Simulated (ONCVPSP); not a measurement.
Pseudopotential generation for Au (Z = 79): ONCV, PBE, fully relativistic.

| Quantity | Value |
| --- | --- |
| Element | gold |
| Generator | ONCVPSP 4.0.1 |
| Type | optimised norm-conserving Vanderbilt (ONCV) |
| Functional | PBE |
| Relativity | fully relativistic |
| Frozen core | [Kr] 4d10 4f14 |
| Valence charge | 19 |
| Reference configuration | 5s2 5p6 5d10 6s1 |
| Partial waves | 5s+6s: rc 1.75 bohr, ncon 4, nbas 8, qcut 6.8 1/bohr, 2 projectors; 5p: rc 1.00 bohr, ncon 3, nbas 7, qcut 8.3 1/bohr, 2 projectors, debl 1.1 Ha; 5d: rc 1.35 bohr, ncon 4, nbas 7, qcut 8.5 1/bohr, 1 projector |
| Local potential | polynomial inside 0.95 bohr (lpopt 5, dvloc0 0 Ha) |
| Core correction | polynomial model core, fcfact 0.7 |

Open shells are filled in proportion to 2j + 1.

In the p channel the program set the typed energies aside and used -2.034, 0.250 Ha (j = l + 1/2; the other j can differ).

All-electron outer shells of the reference configuration (PBE, scalar-relativistic, ld1.x):

| shell | level (eV) | outermost node (bohr) | outermost maximum (bohr) |
| --- | --- | --- | --- |
| 5s | -108.37 | 0.48 | 0.84 |
| 4f | -81.12 | – | 0.37 |
| 5p | -59.78 | 0.52 | 0.96 |
| 5d | -6.88 | 0.56 | 1.21 |
| 6s | -5.76 | 1.11 | 2.32 |

What the tests gave:

```json
{
 "Cutoffs needed": "105 Ha and 216 Ha (the cutoffs (Ha) at which the residual kinetic energy of the hardest occupied pseudo-wave falls to 1 and 0.1 mHa per electron)",
 "Ghost test": "no bound ghost flagged; GHOST(+) flagged for s at 4.2 eV, p3/2 at 311.8 eV",
 "Largest excitation error": "+20 meV (all-electron minus pseudo) for 5s2 5p6 5d7 6s0, out of 4 test configurations",
 "rms error of d²Exc/dni dnj": "10.81 mHa without and 2.32 mHa with the model core"
}
```

Generation and tests took about 6.4 s on one core of a shared server CPU.
